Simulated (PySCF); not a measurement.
Zn(I)(OSiH3) (H₃IOSiZn), SMILES [SiH3][O][Zn][I].

The structure is a stationary point at r2SCAN-D4/def2-SVP. The structure was generated by enumeration; whether it is a known compound was not checked. The def2 effective core potentials stand for the cores of I; spin–orbit coupling is left out. Other conformers were not sampled.

Two levels are set side by side: PBE/def2-TZVP (PySCF) and M06-2X/def2-TZVP (PySCF). Same geometry, gas phase. Differences are taken from unrounded values.

```json
[
 {"quantity": "orbital gap (eV)", "M06-2X": "8.14"},
 {"quantity": "highest occupied level (eV)", "M06-2X": "-9.15"},
 {"quantity": "lowest empty level (eV)", "M06-2X": "-1.01"},
 {"quantity": "dipole moment (D)", "M06-2X": "0.51"},
 {"quantity": "mean polarisability (bohr³)", "M06-2X": "79.9"}
]
```

**Question.** What does PBE give, and how far is it from M06-2X? (The exact figures need the calculation; the answer reports its results.)

**Answer.** 
```tsv
quantity	PBE	PBE minus M06-2X
orbital gap (eV)	4.22	-3.92
highest occupied level (eV)	-6.82	2.33
lowest empty level (eV)	-2.60	-1.58
dipole moment (D)	0.73	0.22
mean polarisability (bohr³)	88.2	8.3
```

PBE's occupied levels lie high since its potential decays too fast outside the molecule; exact exchange lowers them and widens the gap. PBE's more diffuse valence density responds more strongly to a field. Differences between two approximate levels are no errors against the true value.

Rough cost on one machine, each run with all the roots and properties that it gave: M06-2X against PBE about 3 times.
